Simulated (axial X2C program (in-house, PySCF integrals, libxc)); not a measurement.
## Which molecule has these constants?

Computed with an in-house relativistic program for diatomic molecules, spin-free (one-electron X2C) or two-component (2c: spin–orbit coupling with atomic mean-field Coulomb and Gaunt terms, which also bring small scalar terms), in Dyall basis sets with cores contracted in-house; open shells are unrestricted.

A two-component CCSD(T) calculation in a Dyall 3-zeta basis gave Re = 4.058 Å, ωe = 137.8 cm⁻¹, De = 0.50 eV, Ω = 1/2.

Which molecule is it?
A. NaRb⁺
B. RbH⁺
C. LiRb⁺

C. The others have NaRb⁺ 4.301 Å and 76.9 cm⁻¹ (Ω = 1/2); RbH⁺ 3.250 Å and 196.4 cm⁻¹ (Ω = 1/2).

Frozen shells (counts by l): LiRb⁺ Rb 3s2p1d, Li 1s, 9 electrons correlated; NaRb⁺ Rb 3s2p1d, Na 2s1p, 9 electrons correlated; RbH⁺ Rb 3s2p1d, H none, 9 electrons correlated. Coupled cluster in natural virtuals with an MP2 remainder. Where the outer core of a metal is frozen, bonds come out longer and ionisation energies lower.

Each entry is the lowest single determinant of a limited PBE0 search at one distance. De goes to single-determinant-based atoms at the same level (for ions the charge split of lowest energy) and is withheld (n/a) where an atom does not fit its ground term or J level. Main or longest-lived isotopes.
